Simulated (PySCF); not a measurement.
## Orbital picture of IF⁺

UHF at R = 1.896 Å; basis I cc-pVDZ-PP with ECP28, F cc-pVDZ; scalar-relativistic core potentials; PySCF 2.14. State: ²Π (doublet), unpaired electrons π ↑. Only the outer orbitals are listed, counted within each symmetry, core potentials removing the inner ones.

```json
{"spin": "α", "orbital": "5σ", "occ.": "1", "ε (eV)": "-50.33", "on I (%)": "6", "main shells (%)": "93 F s"}
{"spin": "α", "orbital": "6σ", "occ.": "1", "ε (eV)": "-34.45", "on I (%)": "89", "main shells (%)": "89 I s"}
{"spin": "α", "orbital": "3π", "occ.": "1", "ε (eV)": "-25.81", "on I (%)": "12", "main shells (%)": "88 F p, 11 I p"}
{"spin": "α", "orbital": "3π", "occ.": "1", "ε (eV)": "-25.50", "on I (%)": "8", "main shells (%)": "92 F p"}
{"spin": "α", "orbital": "7σ", "occ.": "1", "ε (eV)": "-24.23", "on I (%)": "37", "main shells (%)": "62 F p, 29 I p"}
{"spin": "α", "orbital": "4π", "occ.": "1", "ε (eV)": "-20.81", "on I (%)": "89", "main shells (%)": "89 I p, 11 F p"}
{"spin": "α", "orbital": "4π", "occ.": "1", "ε (eV)": "-19.29", "on I (%)": "93", "main shells (%)": "93 I p"}
{"spin": "α", "orbital": "8σ", "occ.": "0", "ε (eV)": "-7.25", "on I (%)": "80", "main shells (%)": "71 I p, 21 F p"}
{"spin": "α", "orbital": "9σ", "occ.": "0", "ε (eV)": "4.51", "on I (%)": "100", "main shells (%)": "94 I s"}
{"spin": "α", "orbital": "2δ", "occ.": "0", "ε (eV)": "6.17", "on I (%)": "100", "main shells (%)": "100 I d"}
{"spin": "β", "orbital": "5σ", "occ.": "1", "ε (eV)": "-50.32", "on I (%)": "5", "main shells (%)": "94 F s"}
{"spin": "β", "orbital": "6σ", "occ.": "1", "ε (eV)": "-32.14", "on I (%)": "83", "main shells (%)": "83 I s, 14 F p"}
{"spin": "β", "orbital": "3π", "occ.": "1", "ε (eV)": "-25.46", "on I (%)": "7", "main shells (%)": "93 F p"}
{"spin": "β", "orbital": "3π", "occ.": "1", "ε (eV)": "-24.72", "on I (%)": "5", "main shells (%)": "95 F p"}
{"spin": "β", "orbital": "7σ", "occ.": "1", "ε (eV)": "-24.37", "on I (%)": "37", "main shells (%)": "61 F p, 24 I p, 12 I s"}
{"spin": "β", "orbital": "4π", "occ.": "1", "ε (eV)": "-18.74", "on I (%)": "94", "main shells (%)": "94 I p"}
{"spin": "β", "orbital": "4π", "occ.": "0", "ε (eV)": "-9.43", "on I (%)": "97", "main shells (%)": "96 I p"}
{"spin": "β", "orbital": "8σ", "occ.": "0", "ε (eV)": "-6.82", "on I (%)": "85", "main shells (%)": "75 I p, 16 F p"}
{"spin": "β", "orbital": "9σ", "occ.": "0", "ε (eV)": "5.07", "on I (%)": "101", "main shells (%)": "97 I s"}
```

**Question.** Which are the highest filled and the lowest empty level, where do they sit, and how wide is the gap?

**Answer.** Highest filled β 4π at -18.74 eV (in %: 94 I p); lowest empty β 4π at -9.43 eV (in %: 96 I p); the gap at UHF is 9.31 eV. Both belong to one degenerate shell, split only by its one-sided filling, so this is no excitation gap.

```json
{"bond order (Mayer)": "0.94", "⟨S²⟩": "0.761", "charge on I (Mulliken, basis-dependent)": "1.35", "charge on I (Löwdin, basis-dependent)": "1.34", "dipole moment (positive dipole points towards F; it is taken about the centre of mass and depends on that origin)": "-2.97 D", "polarisability along the bond": "27.2 bohr³", "polarisability across the bond": "14.1 bohr³"}
```

Shares are Mulliken populations and can fall outside 0 to 100 %.

Spin–orbit coupling is left out. The state is the lowest determinant that a PBE0 search found; another state may lie lower at other levels.
